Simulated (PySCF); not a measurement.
These are PySCF with TPSSh-D3(BJ)/def2-TZVP // TPSS-D3(BJ)/def2-SVP values and carry that method's errors. All species are isolated molecules in the gas phase. 

Reference species: [W(=O)(Cl)4] (neutral, multiplicity 1).

```
Quantity                                                        Result
------------------------------------------------------------  --------
mean distance from the central atom to its bonded neighbours   2.193 Å
LUMO                                                          -5.46 eV
```

Changed species: [Ta(=O)(Cl)3] (M = Ta, oxo; the reference has M = W, oxo).

### Question
What does the change do to the mean distance from the central atom to its bonded neighbours and LUMO?

### Answer
the mean distance from the central atom to its bonded neighbours falls by 0.032 Å, to 2.161 Å; the LUMO rises by 2.13 eV, to -3.33 eV.
